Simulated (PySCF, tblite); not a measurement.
Isomers of C2H16Si5. All values are computed: GFN2-xTB (tblite) harmonic vibrations without scaling, gas phase. Errors from tens to a few hundred cm⁻¹ against measured bands are possible. Modes of hydrogen on silicon can be 10 to 20 % off. One conformer each.

Electronic energies: PBE0/pcSseg-1 single points on the GFN2-xTB geometries (PySCF, gas phase).

```tsv
SMILES	electronic energy, lowest = 0 (kcal/mol)
[SiH3]C[SiH2]C([SiH3])([SiH3])[SiH3]	5.2
C[SiH2][Si]([SiH3])([SiH3])C[SiH3]	3.1
C[Si@@H](C[SiH3])[SiH]([SiH3])[SiH3]	0.0
[SiH3]C[SiH2][Si@@H]([SiH3])C[SiH3]	7.1
C[Si@@H]([SiH3])[Si@@H]([SiH3])C[SiH3]	3.4
```

Q: How do GFN2-xTB zero-point energies change the relative energies?

A: 
```tsv
SMILES	ZPE (kcal/mol)	of it from modes above 1550 cm⁻¹	electronic (kcal/mol)	with ZPE, lowest = 0 (kcal/mol)	lowest mode (cm⁻¹)	rings
C[Si@@H](C[SiH3])[SiH]([SiH3])[SiH3]	95.3	56.0	0.0	0.0	20	0
C[SiH2][Si]([SiH3])([SiH3])C[SiH3]	95.2	56.3	3.1	3.0	15i	0
C[Si@@H]([SiH3])[Si@@H]([SiH3])C[SiH3]	95.2	56.0	3.4	3.3	5	0
[SiH3]C[SiH2]C([SiH3])([SiH3])[SiH3]	91.3	53.1	5.2	1.3	31	0
[SiH3]C[SiH2][Si@@H]([SiH3])C[SiH3]	93.9	54.8	7.1	5.7	12i	0
```

The zero-point energies span 4.0 kcal/mol, from `[SiH3]C[SiH2]C([SiH3])([SiH3])[SiH3]` to `C[Si@@H](C[SiH3])[SiH]([SiH3])[SiH3]`. Slightly imaginary modes are left out of the zero-point energy: `C[SiH2][Si]([SiH3])([SiH3])C[SiH3]` 15.4i cm⁻¹ and `[SiH3]C[SiH2][Si@@H]([SiH3])C[SiH3]` 12.4i cm⁻¹. The lowest isomer stays, but the order above it changes.

Q: And how do the electronic energies of GFN2-xTB itself compare?

A: `C[Si@@H](C[SiH3])[SiH]([SiH3])[SiH3]` 16.8; `C[SiH2][Si]([SiH3])([SiH3])C[SiH3]` 17.2; `C[Si@@H]([SiH3])[Si@@H]([SiH3])C[SiH3]` 17.6; `[SiH3]C[SiH2]C([SiH3])([SiH3])[SiH3]` 0.0; `[SiH3]C[SiH2][Si@@H]([SiH3])C[SiH3]` 11.7 kcal/mol, lowest = 0. Against the energies above, taken from the same isomer `C[Si@@H](C[SiH3])[SiH]([SiH3])[SiH3]`, the largest difference is 22.0 kcal/mol.
